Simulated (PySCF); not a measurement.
(2-hydroxy-2-methylpropyl)methylphenylphosphine sulfide, C₁₁H₁₇OPS.
Numbering: `[CH3:1][C:2]([CH3:3])([OH:4])[CH2:5][P@@:6]([CH3:7])(=[S:8])[c:9]1[cH:10][cH:11][cH:12][cH:13][cH:14]1`

Probes without a nucleus sit at each ring's centroid and 1 Å off its mean plane on both sides; NICS is minus the shielding there, NICSzz its component along the normal. Level: GIAO HF/pcSseg-1 (PySCF, non-relativistic, gas phase) on the PBE0-D3(BJ)/def2-SVP geometry, one conformer.

Ring bond lengths (Å): C9–C10 1.396, C10–C11 1.394, C11–C12 1.394, C12–C13 1.395, C13–C14 1.392, C14–C9 1.400.

**Question.** What do the NICS probes read (ppm)?

**Answer.** 
| ring | type | NICS(0) | NICS(1), two faces | NICS(1)zz, two faces | rms pucker (Å) | centre to ring atoms, mean (Å) |
| --- | --- | --- | --- | --- | --- | --- |
| C9–C10–C11–C12–C13–C14 | 6-membered carbocycle; formal bonds all aromatic | -9.8 | -12.5 / -12.5 | -30.9 / -30.8 | 0.00 | 1.40 |

**Question.** What can be read from them?

**Answer.** 
- C9–C10–C11–C12–C13–C14: mean NICS(1)zz -30.9 ppm, shielded. The ring is flat and has no four-coordinate atom; by the NICS criterion it is aromatic.

**Question.** What does the geometric index give? Use HOMA with the parameters of Krygowski (1993).

**Answer.** 
- C9–C10–C11–C12–C13–C14: HOMA 0.98 = 1 − EN − GEO, with mean bond length 1.395 Å, EN = α(Ropt − mean)² = 0.014 and GEO = α × variance = 0.002. The geometric and the magnetic index point the same way.

**Question.** What is the mean of the two in-plane components of NICS at the first NICS(1) probe listed for ring C9–C10–C11–C12–C13–C14, 1 Å off the ring?

**Answer.** The isotropic value is a third of the trace: (3 × -12.5 − (-30.9))/2 = -3.3 ppm.

**Question.** What are the shieldings of the ring atoms and their hydrogens in the same run (means over atoms taken as equivalent)?

**Answer.** 
```json
{"atoms": "C9", "environment": "substituted aromatic carbon", "σ isotropic (ppm)": "52.4", "principal values of the symmetric part, first atom (ppm)": "-48.6, 20.3, 185.5"}
{"atoms": "C10 (×2)", "environment": "aromatic CH carbon", "σ isotropic (ppm)": "49.3", "principal values of the symmetric part, first atom (ppm)": "-77.4, 23.2, 191.4"}
{"atoms": "C11 (×2)", "environment": "aromatic CH carbon", "σ isotropic (ppm)": "56.2", "principal values of the symmetric part, first atom (ppm)": "-62.2, 43.0, 185.3"}
{"atoms": "C12", "environment": "aromatic CH carbon", "σ isotropic (ppm)": "50.1", "principal values of the symmetric part, first atom (ppm)": "-69.7, 35.3, 184.6"}
{"atoms": "H on C10 (×2)", "environment": "aromatic hydrogen", "σ isotropic (ppm)": "23.43", "principal values of the symmetric part, first atom (ppm)": "16.4, 20.5, 31.0"}
{"atoms": "H on C11 (×2)", "environment": "aromatic hydrogen", "σ isotropic (ppm)": "24.04", "principal values of the symmetric part, first atom (ppm)": "19.4, 25.0, 27.4"}
{"atoms": "H on C12", "environment": "aromatic hydrogen", "σ isotropic (ppm)": "23.93", "principal values of the symmetric part, first atom (ppm)": "19.9, 25.6, 26.3"}
```

**Question.** How do the values depend on the level or the medium?

**Answer.** 
```json
{"level": "HF/pcSseg-1, gas", "NICS(0), C9–C10–C11–C12–C13–C14": "-9.8", "mean NICS(1)zz, C9–C10–C11–C12–C13–C14": "-30.9"}
{"level": "PBE0/pcSseg-1, gas", "NICS(0), C9–C10–C11–C12–C13–C14": "-8.4", "mean NICS(1)zz, C9–C10–C11–C12–C13–C14": "-28.4"}
```

The geometry is the same throughout.

On one thread, Arm Neoverse V1 (aarch64), no GPU, shared host with 64 logical CPUs at a one-minute load of 40, this took 98 s and 2.0 GiB of memory at its peak. This is the whole shielding run at HF/pcSseg-1, SCF included.

The values belong to the conformer `[CH3:1][C:2]([CH3:3])([OH:4])[CH2:5][P@@:6]([CH3:7])(=[S:8])[c:9]1[cH:10][cH:11][cH:12][cH:13][cH:14]1`: C1–C2–C5–P6 -174°, C2–C5–P6–C7 -166°, C5–P6–C9–C10 -131°, H–O4–C2–C1 -174°.
